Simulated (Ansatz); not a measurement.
Born–Oppenheimer molecular dynamics of F₃H₃OW (8 atoms, charge 0, multiplicity 1). It starts from a relaxed structure.

These are results of Ansatz, RKS PBE/def2-SVP, not measurements.

- ensemble: NVT, Nosé–Hoover chain
- time step: 0.5 fs
- steps asked: 500
- set temperature: 50 K
- thermostat: time constant 50 fs, chain length 5
- temperature schedule: 125 steps to 50 K, then 375 steps to 150 K
- seed: 934447

First frame:

```xyz
8
Properties=species:S:1:pos:R:3
W -0.276 0.133 0.094
O 0.370 -0.222 1.809
H 0.129 -0.820 2.541
H 1.311 0.571 -0.319
F -0.325 2.015 0.322
F -1.546 0.447 -1.240
F -1.188 -1.538 0.331
H 0.485 -0.869 -1.042
```

(1) How far do the bonds stretch over the last three quarters of this one trajectory? (Pairs bonded in most of those frames.)

Answers

(1) 
```tsv
bond	mean (Å)	spread (Å)	shortest	longest
W1–O2	1.867	0.022	1.82	1.91
W1–H4	1.699	0.027	1.65	1.75
W1–F5	1.896	0.013	1.87	1.92
W1–F6	1.872	0.023	1.83	1.91
W1–F7	1.919	0.015	1.89	1.95
W1–H8	1.696	0.021	1.65	1.75
O2–H3	0.975	0.012	0.95	0.99
```

Mean temperature of the second half: 80 K. The conserved energy stayed within 0.077 meV per atom of its start (net change 0.047 meV per atom), so the integration is sound. The schedule's set-point averaged 117 K over the second half and the system 80 K, so it lags behind the ramp. A run of 0.25 ps of so small a system gives no equilibrium averages.

Run time: 8.4 min on 2 threads of AMD EPYC 9R45 96-Core Processor (Zen 5), on a shared host, peak memory 0.16 GiB.
